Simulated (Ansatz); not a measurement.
```yaml
crystal:
  periodic: [true, true, true]
  atoms:
    - {symbol: C, position_ang: [0.518910, -1.321384, -0.651815]}
    - {symbol: O, position_ang: [0.092769, -1.028459, 0.725847]}
    - {symbol: In, position_ang: [-0.425124, 0.871846, 1.351445]}
    - {symbol: C, position_ang: [-0.511896, 2.180963, -0.207595]}
    - {symbol: N, position_ang: [-0.441230, 2.848043, -1.304225]}
    - {symbol: H, position_ang: [0.465109, -0.412948, -1.342269]}
    - {symbol: H, position_ang: [1.536642, -1.709936, -0.528716]}
    - {symbol: H, position_ang: [-0.254880, -2.280730, -0.966520]}
    - {symbol: H, position_ang: [-0.954064, 1.087469, 2.905188]}
basis:
  gaussian: {orbitals: STO-3G}
hamiltonian: {xc: {name: wB97X}, pseudopotentials: {relativity: none}}
scf: {lower_state_search: full}
output: {forces: true}
```

```sh
$ ansatz run in.yaml --threads 4 --pin off --events-out ev --progress --plain --max-ram 10444MiB
```

Shortened log:

```
Error: YAML parse error: error: line 2 column 3: crystal: missing field `lattice` (a structure is typed as `lattice` and `atoms`, a molecule's as `atoms` in Å alone, or read from a run's directory, `checkpoint`)
 --> <input>:2:3
1 | crystal:
2 |   periodic: [true, true, true]
3 |   atoms:
4 |     - {symbol: C, position_ang: [0.518910, -1.321384, -0.651815]}
```

Q: What is wrong with this run?

A: The molecule is marked periodic without a cell. The input was rejected before any iteration.
